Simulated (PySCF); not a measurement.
C2H8AlNS, SMILES C[N](C)[AlH][SH]. Atoms are numbered in the order given.

```xyz
13

Al    -0.8558    -0.3508     0.0000
H     -2.4341    -0.3646     0.0000
N      0.0498     1.1763     0.0000
C      1.4977     1.2567     0.0000
C     -0.5915     2.4766     0.0000
H      1.8778     1.7926     0.8920
H      1.8778     1.7926    -0.8920
H      1.9478     0.2510     0.0000
H     -0.3123     3.0724    -0.8915
H     -0.3123     3.0724     0.8915
H     -1.6889     2.3725     0.0000
S      0.3216    -2.1918     0.0000
H     -0.7608    -2.9946     0.0000
```

Geometry: ωB97X-D3(BJ)/def2-SVP. The structure was generated by enumeration; whether it is a known compound was not checked. One conformer was computed; it need not be the lowest.

Method: PBE/pcSseg-1 in PySCF.

GIAO shieldings, no solvent; atoms alike by connectivity are averaged. δ = σ(ref) − σ: ¹H against TMS (σ = 31.49 ppm); ¹⁵N against NH3 (σ = 267.0 ppm); ¹³C against TMS (σ = 182.0 ppm); ³³S against H2S (σ = 706.5 ppm), references at their B3LYP-D3(BJ)/def2-TZVP geometries, non-relativistic.

```
nucleus                     atoms  count  δ (ppm)
-------  ------------------------  -----  -------
¹H                             H2      1     5.04
¹H       H6, H7, H8, H9, H10, H11      6     3.10
¹H                            H13      1     0.46
¹⁵N                            N3      1     93.1
¹³C                        C4, C5      2     45.0
³³S                           S12      1      7.1
```
